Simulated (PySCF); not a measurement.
**Dipole response of Br⁻ (bromine, charge -1)**

[Kr], closed-shell 1S. All numbers are calculated (PySCF 2.14, scalar relativity through the core potential, in aug-cc-pwCVDZ-PP with ECP10MDF (6s5p4d1f, 48 functions)). Coupled (time-dependent) response in atomic units; α is the mean over directions. A double-zeta set is small for polarisabilities.

```csv
method,mean α (bohr³),C₆ (like pair),S(−4)
UHF,31.76,328.2,259.8
PBE0,35.07,369.4,356.5
B3LYP,35.30,369.2,380.3
```

S(−4) is the Cauchy moment in α(ω) = α(0) + S(−4) ω² + …

α(iu) at PBE0:

```csv
u (hartree),α(iu) (bohr³)
0,35.07
0.0500,34.21
0.100,32.03
0.200,26.45
0.300,21.48
0.500,14.38
0.750,9.108
1.00,6.126
1.50,3.251
2.00,2.015
3.00,1.022
5.00,0.4540
```

For an ion, C₆ is the dispersion term alone; charge-induced terms of lower order in 1/R come first.

Energies and moments cover only the electrons outside the core potential.
